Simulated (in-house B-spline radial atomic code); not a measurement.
A run on an ion of nuclear charge 66 with 66.4 electrons that did not converge. Method: scalar-relativistic (X2C) PBEsol, spin-polarised, spherical fractional occupations, Fermi nucleus of rms radius 5.2218 fm; computed with an all-electron radial atomic-structure program (B-spline basis).

Command:
```bash
python run_scf.py task.json out
```
Settings (nuclear radius in fm, mass in u):
```
Z                66
configuration    [Xe] 4f10.4 6s2
hamiltonian      x2c
method           pbesol
spin_polarised   True
nucleus          fermi
rms_radius       5.2218
atomic_mass      163.92918
speed_of_light   137.035999084
```

First and last ten iterations of the last attempt (damped for 15 steps, keeping 80 % of the old Fock matrix, then DIIS):
```
 iter        energy (Eh)    residual
    1      -12098.166965    7.77e-01
    2      -12100.092146    1.45e+00
    3      -12126.101027    9.19e-01
    4      -12140.143389    5.52e-01
    5      -12147.100931    3.49e-01
    6      -12150.227757    2.20e-01
    7      -12151.509370    1.40e-01
    8      -12152.014165    8.44e-02
    9      -12152.228103    6.20e-02
   10      -12152.333603    4.45e-02
  111      -12147.334791    2.07e-01
  112      -12096.305337    6.18e-01
  113      -12152.446806    1.68e-02
  114      -12152.446487    1.64e-02
  115      -12152.453348    1.44e-02
  116      -12147.606119    2.00e-01
  117      -12147.615849    2.00e-01
  118      -12147.613675    2.00e-01
  119      -12096.345468    6.14e-01
  120      -12096.374042    6.14e-01
 not converged after 120 iterations
```

The smallest residual met was 1.4e-02; the threshold is about 7e-07. No energy from this run should be used. The likely cause: this method binds the added charge weakly or not at all at the basis-set limit, so charge moves back and forth between the atom and the box. Time taken, with all properties: 2.9 s on 1 thread of Arm Neoverse V1, with other jobs on the host.
